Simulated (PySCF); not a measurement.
# The 4-electron isoelectronic series, spin-free X2C

All values are computed (PySCF 2.14, energy differences of UHF-based or UKS calculations, no spin-orbit coupling). Each ion has its own even-tempered basis scaled to its charge (19s8p5d5f4g for the first); frozen: nothing. Ionisation energies in eV, correlation energies of the ion in mhartree.

| ion | configuration | UHF | LDA | PBE | PBE0 | r2SCAN | MP2 (all electrons) | E_corr MP2 | NIST (with spin-orbit, Breit and QED) |
| --- | --- | --- | --- | --- | --- | --- | --- | --- | --- |
| La⁵³⁺ | [He] 2s2 (1S) | 10799.9 | 10794.0 | 10806.3 | 10805.1 | 10797.9 | 10805.5 | -274.3 | 10789 ± 5 (t) |
| Ce⁵⁴⁺ | [He] 2s2 (1S) | 11222.0 | 11215.8 | 11228.5 | 11227.2 | 11219.8 | 11227.5 | -273.5 | 11210 ± 5 (t) |
| Pr⁵⁵⁺ | [He] 2s2 (1S) | 11653.6 | 11647.2 | 11660.2 | 11658.9 | 11651.4 | 11659.1 | -272.6 | 11641 ± 5 (t) |
| Nd⁵⁶⁺ | [He] 2s2 (1S) | 12094.9 | 12088.3 | 12101.7 | 12100.3 | 12092.7 | 12100.4 | -271.6 | 12082 ± 5 (t) |
| Pm⁵⁷⁺ | [He] 2s2 (1S) | 12546.1 | 12539.3 | 12553.0 | 12551.6 | 12543.8 | 12551.5 | -270.6 | 12532 ± 6 (t) |
| Sm⁵⁸⁺ | [He] 2s2 (1S) | 13007.2 | 13000.2 | 13014.2 | 13012.8 | 13004.9 | 13012.6 | -269.6 | 12992 ± 6 (t) |
| Eu⁵⁹⁺ | [He] 2s2 (1S) | 13478.5 | 13471.2 | 13485.6 | 13484.2 | 13476.1 | 13483.8 | -268.5 | 13462 ± 7 (t) |
| Gd⁶⁰⁺ | [He] 2s2 (1S) | 13960.0 | 13952.4 | 13967.3 | 13965.8 | 13957.5 | 13965.3 | -267.4 | 13943 ± 10 (t) |
| Tb⁶¹⁺ | [He] 2s2 (1S) | 14451.9 | 14444.1 | 14459.4 | 14457.8 | 14449.4 | 14457.2 | -266.2 | 14434 ± 12 (t) |
| Dy⁶²⁺ | [He] 2s2 (1S) | 14954.4 | 14946.4 | 14962.0 | 14960.5 | 14951.9 | 14959.6 | -265.1 | 14936 ± 15 (t) |

Each ion has its own basis, which adds noise of up to about 0.1 % along the series.

NIST values marked (s) are semi-empirical, (t) theoretical. Open shells are high-spin determinants of the terms that Hund's rules give.

MP2 underrates the 2s², 2p² near-degeneracy of four-electron ions.

At high Z the X2C-1e correlation energies are inflated by the missing two-electron picture change in the 1s pairs.
